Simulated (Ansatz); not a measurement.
Zn2O⁺, 3 atoms. Hardware: 4 threads of Arm Neoverse N1 on a shared host.

Correlated methods freeze 19 core orbitals.

Question: How many basis functions does each of these Ansatz runs have, and roughly what does it cost? PBE with 50 % exact exchange/def2-TZVP, charge 1 quartet, energy, from earlier orbitals; PBE-QIDH/def2-TZVP, charge 1 doublet, energy, from earlier orbitals; PBE-QIDH/def2-TZVP, charge 1 quartet, energy, from earlier orbitals; PBE0-D4/def2-SVP, charge 1 doublet, energy, from earlier orbitals; BHLYP-D4/def2-TZVP, charge 1 quartet, energy, from earlier orbitals; PBE-D4/def2-TZVP, charge 0 singlet at the geometry of the charge 1 doublet, energy, from earlier orbitals; PBE-D4/def2-TZVP, charge 1 quartet, energy, from earlier orbitals; PBE0-D4/def2-TZVP, charge 1 doublet, energy and forces, from earlier orbitals; B2PLYP/def2-TZVP, charge 1 doublet, energy, from earlier orbitals; PBE-D4/def2-SVP, charge 1 doublet, energy, from earlier orbitals; r2SCAN-D4/def2-TZVP, charge 0 triplet at the geometry of the charge 1 doublet, energy, from earlier orbitals; PBE with 5 % exact exchange/def2-TZVP, charge 1 doublet, energy, from earlier orbitals.

Answer: Other jobs shared the machine, so times can vary by a factor of up to 3. A dash marks memory too small to be measured apart from the calling script's.

| run | functions | fitting or Cholesky vectors | wall time | peak host memory (GiB) |
| --- | --- | --- | --- | --- |
| PBE-D4/def2-TZVP, charge 0 singlet at the geometry of the charge 1 doublet, energy, from earlier orbitals | 127 | 1071 | 1.4 s | – |
| PBE-D4/def2-SVP, charge 1 doublet, energy, from earlier orbitals | 76 | 859 | 1.4 s | – |
| PBE0-D4/def2-SVP, charge 1 doublet, energy, from earlier orbitals | 76 | 721 | 2.3 s | – |
| PBE-D4/def2-TZVP, charge 1 quartet, energy, from earlier orbitals | 127 | 1071 | 2.7 s | – |
| PBE with 5 % exact exchange/def2-TZVP, charge 1 doublet, energy, from earlier orbitals | 127 | 1022 | 4 s | – |
| B2PLYP/def2-TZVP, charge 1 doublet, energy, from earlier orbitals | 127 | 1022 | 5.5 s | – |
| PBE with 50 % exact exchange/def2-TZVP, charge 1 quartet, energy, from earlier orbitals | 127 | 1020 | 6 s | – |
| PBE-QIDH/def2-TZVP, charge 1 doublet, energy, from earlier orbitals | 127 | 1022 | 6 s | – |
| BHLYP-D4/def2-TZVP, charge 1 quartet, energy, from earlier orbitals | 127 | 1020 | 6.5 s | – |
| r2SCAN-D4/def2-TZVP, charge 0 triplet at the geometry of the charge 1 doublet, energy, from earlier orbitals | 127 | 1071 | 6.5 s | – |
| PBE-QIDH/def2-TZVP, charge 1 quartet, energy, from earlier orbitals | 127 | 1020 | 6.5 s | – |
| PBE0-D4/def2-TZVP, charge 1 doublet, energy and forces, from earlier orbitals | 127 | 1022 | 7 s | – |
